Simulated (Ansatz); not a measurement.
Consider the formal exchange of groups at the Sn–O bond: `C[O][SnH]([Cl])[O]C` + BH₃ → `[BH2][SnH]([Cl])[O]C` + CH₃OH.

Computed with Ansatz on PBE0-D4/def2-TZVP structures; ΔE is electronic, products minus reactants. CCSD(T)/CBS is the MP2 limit (def2-TZVPP, def2-QZVPP) plus CCSD(T) − MP2 in def2-TZVPP, frozen cores. This one scheme is used for every species. Functionals use def2-TZVPP. def2 core potentials past Kr. For Sn outer-core shells are correlated without core-valence functions, which leaves a few kJ/mol of doubt a bond. One conformer a species, not always the lowest.

```tsv
species	PBE-D4 energy (Eh)
`C[O][SnH]([Cl])[O]C`	-905.07737
BH₃	-26.55351
`[BH2][SnH]([Cl])[O]C`	-815.99153
CH₃OH	-115.63347
```

Problem. Work out ΔE.

Solution. ΔE = (-815.99153) + (-115.63347) − (-905.07737) − (-26.55351) = 0.00588 Eh = +15.4 kJ/mol. CCSD(T)/CBS gives +28.0 kJ/mol.

Largest T1 diagnostic among the species: 0.013.

The D4 term adds +5.4 kJ/mol with B3LYP and +3.2 kJ/mol with PBE0; it sums over pairs of atoms, weighted by their polarisabilities, and B3LYP, whose exchange is more repulsive, gets the larger term.

B3LYP here is the variant with VWN-RPA as its local correlation; programs differ in this.
